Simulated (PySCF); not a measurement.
MgBr2, SMILES [Br][Mg][Br].

The structure is a stationary point at B3LYP-D3(BJ)/def2-TZVP.

Method: PySCF with CAM-B3LYP/def2-TZVPD.

Gas-phase values at a fixed geometry.

```
Property                                                                                                        Value
---------------------------------------------------------------------------------------------  ----------------------
total energy                                                                                      -5348.79991 hartree
point group                                                                                                       D∞h
highest occupied level                                                                                       -9.80 eV
lowest empty level                                                                                           -1.18 eV
orbital gap                                                                                                   8.62 eV
dipole moment                                                                                                  0.00 D
quadrupole, principal values (traceless, Buckingham form, about the centre of nuclear charge)  -15.11, 7.55, 7.55 D·Å
mean static polarisability                                                                       66.6 bohr³ (9.87 Å³)
polarisability, principal values                                                               57.1, 57.1, 85.6 bohr³
```
